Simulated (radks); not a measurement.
Task: Coherent X-ray form factor from a spherical all-electron density. All-electron calculation, non-relativistic Kohn-Sham, PBE, spin-polarised, spherical densities, point nucleus. Program: a radial shooting solver on a logarithmic mesh with Libxc functionals.

| sin(theta)/lambda (1/angstrom) | f0 (electrons) |
|---|---|
| 0.05 | 41.243 |
| 0.1 | 39.271 |
| 0.15 | 36.691 |
| 0.2 | 33.986 |
| 0.25 | 31.404 |
| 0.3 | 29.049 |
| 0.4 | 25.123 |
| 0.5 | 22.162 |
| 0.6 | 19.893 |
| 0.8 | 16.355 |
| 1 | 13.332 |
| 1.25 | 10.207 |
| 1.5 | 8.025 |
| 2 | 5.835 |

The species is in the configuration that NIST lists as its ground one. Which atom or ion scatters so?

Result: The technetium ion Tc+, [Kr] 4d5 5s1. Extrapolating in s^2 from the first two rows gives f0(0) = 41.9, near the electron count 42; among species with that count, the fall with angle is slower the higher Z, and the table is that of Z = 43; from so few rows the species is fixed only to a neighbour or two.
